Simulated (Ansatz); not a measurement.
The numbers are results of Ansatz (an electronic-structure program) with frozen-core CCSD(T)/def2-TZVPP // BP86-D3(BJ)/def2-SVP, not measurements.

Ansatz 0.2 input:
```yaml
crystal:
  periodic: [false, false, false]
  atoms:
    - { symbol: Zn, position_ang: [0.0, 0.0, 0.0] }
    - { symbol: Br, position_ang: [-1.095156, -0.202248, -1.939463] }
    - { symbol: Br, position_ang: [1.095156, 0.202248, 1.939463] }
basis:
  gaussian: { orbitals: def2-TZVPP }
correlation:
  method: ccsd_t
```

Output:

```
Functional definition: HF
1107 factors; integrals over basis functions are off by at most 1.3e-3 eV
mean field evaluation 1: about -188376.8849 eV, gradient 1.8e1 eV
mean field evaluation 2: about -188377.1091 eV, gradient 1.9e1 eV
mean field evaluation 4: about -188378.2397 eV, gradient 3.4e0 eV
mean field evaluation 8: about -188378.2667 eV, gradient 3.6e-1 eV
mean field evaluation 16: about -188378.2672 eV, gradient 1.9e-6 eV
mean field -188378.26718096 eV, -6922.7736315247 hartree, gradient 1.9e-6 eV, S^2 0.000000; 0 other end points of the search recorded, 0 dependent functions left out
23 core orbitals not correlated
reference -188378.26718096 eV, -6922.7736315247 hartree; 27, 27 occupied and 110, 110 virtual orbitals, 1107 factors
second order -37.07187190 eV of doubles, -0.00000000 eV of singles
cycle   1  -33.76394447 eV  change     3.3e0 eV  update   1.4e-1
cycle   2  -34.95202527 eV  change    -1.2e0 eV  update   6.6e-2
cycle   3  -35.17943660 eV  change   -2.3e-1 eV  update   2.1e-2
cycle   4  -35.12440248 eV  change    5.5e-2 eV  update   8.0e-3
cycle   5  -35.10273144 eV  change    2.2e-2 eV  update   3.0e-3
cycle   6  -35.10782831 eV  change   -5.1e-3 eV  update   9.1e-4
cycle   7  -35.10821285 eV  change   -3.8e-4 eV  update   4.5e-4
cycle   8  -35.10750414 eV  change    7.1e-4 eV  update   1.5e-4
cycle   9  -35.10768323 eV  change   -1.8e-4 eV  update   5.3e-5
cycle  10  -35.10781302 eV  change   -1.3e-4 eV  update   1.6e-5
cycle  11  -35.10774731 eV  change    6.6e-5 eV  update   6.3e-6
perturbative correction -0.95552718 eV, -0.0351149760 hartree
Total energy: -188414.33045544 eV, -6924.0989324174 hartree
```

Cost: roughly 40 core-seconds.
